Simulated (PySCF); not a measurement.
## Partial charges of `C=C(C)COC(F)F`

Species: C5H8F2O.
Atom-mapped SMILES: `[CH2:1]=[C:2]([CH3:3])[CH2:4][O:5][CH:6]([F:7])[F:8]` (hydrogens: H9, H10 on C1; H11, H12, H13 on C3; H14, H15 on C4; H16 on C6)

Cartesian coordinates in Å at the GFN2-xTB level; atoms count from 1:
```xyz
16
C5H8F2O angstrom
C     -1.014   -0.625    1.458
C     -0.818   -0.303    0.189
C     -1.642    0.704   -0.550
C      0.289   -0.926   -0.624
O      1.255    0.044   -1.055
C      1.986    0.581   -0.064
F      2.990   -0.257    0.329
F      2.589    1.686   -0.522
H     -1.807   -0.183    2.036
H     -0.404   -1.355    1.964
H     -2.235    0.206   -1.316
H     -2.310    1.233    0.122
H     -0.992    1.420   -1.051
H      0.793   -1.723   -0.065
H     -0.102   -1.333   -1.559
H      1.415    0.840    0.849
```

Density: PBE0/pcSseg-1 (PySCF); schemes: Mulliken, IAO, Hirshfeld and ESP-fitted. Isolated species at its GFN2-xTB geometry (one conformer only).

Question: Tabulate the Mulliken, IAO, Hirshfeld and ESP-fitted charges.

Answer: In e:

```
atom                      environment  Mulliken     IAO  Hirshfeld  ESP-fitted
  C1             terminal =CH2 carbon    -0.029  -0.326     -0.100      -0.584
  C2  fully substituted alkene carbon    -0.555  +0.007     +0.009      +0.265
  C3                   allylic carbon    -0.140  -0.430     -0.119      -0.414
  C4       sp3 carbon bound to oxygen    +0.165  -0.071     +0.011      -0.254
  O5                     ether oxygen    -0.481  -0.371     -0.137      -0.271
  C6                      CHF2 carbon    +0.691  +0.608     +0.196      +0.515
  F7          fluorine of a CF2 group    -0.312  -0.323     -0.129      -0.238
  F8          fluorine of a CF2 group    -0.279  -0.290     -0.108      -0.229
  H9                 vinylic hydrogen    +0.111  +0.152     +0.049      +0.221
 H10                 vinylic hydrogen    +0.110  +0.149     +0.048      +0.206
 H11                  methyl hydrogen    +0.130  +0.154     +0.049      +0.129
 H12                  methyl hydrogen    +0.117  +0.150     +0.049      +0.128
 H13                  methyl hydrogen    +0.136  +0.159     +0.045      +0.132
 H14               methylene hydrogen    +0.122  +0.142     +0.044      +0.143
 H15               methylene hydrogen    +0.134  +0.167     +0.058      +0.183
 H16                 methine hydrogen    +0.082  +0.124     +0.035      +0.067
```

Mean size of the charges over all atoms: ESP-fitted 0.249 e, IAO 0.226 e, Mulliken 0.225 e, Hirshfeld 0.074 e. Each set sums to the total charge, 0, to within 0.001 e. The Mulliken scheme counts on each atom the diagonal of the density matrix times the overlap matrix over that atom's basis functions. The Hirshfeld scheme weights the molecular density at each point by an atom's share of the summed free-atom densities.

Lowest charge. The schemes don't all agree: Mulliken C2 (-0.555); IAO C3 (-0.430); Hirshfeld O5 (-0.137); ESP-fitted C1 (-0.584).

Highest charge. All schemes agree: Mulliken C6 (+0.691); IAO C6 (+0.608); Hirshfeld C6 (+0.196); ESP-fitted C6 (+0.515).

Question: Sum the charges by element, for elements with more than one atom.

Answer: 
```json
{"element": "C", "atoms": "5", "Mulliken": "+0.130", "IAO": "-0.212", "Hirshfeld": "-0.002", "ESP-fitted": "-0.472"}
{"element": "F", "atoms": "2", "Mulliken": "-0.592", "IAO": "-0.613", "Hirshfeld": "-0.236", "ESP-fitted": "-0.467"}
{"element": "H", "atoms": "8", "Mulliken": "+0.942", "IAO": "+1.197", "Hirshfeld": "+0.376", "ESP-fitted": "+1.210"}
```

Question: How closely do the schemes follow one another over all atoms?

Answer: Correlation coefficient and root-mean-square difference: IAO with Hirshfeld 0.99, 0.183 e; IAO with ESP-fitted 0.92, 0.115 e; Hirshfeld with ESP-fitted 0.88, 0.210 e; Mulliken with Hirshfeld 0.80, 0.226 e; Mulliken with IAO 0.78, 0.189 e; Mulliken with ESP-fitted 0.50, 0.289 e.
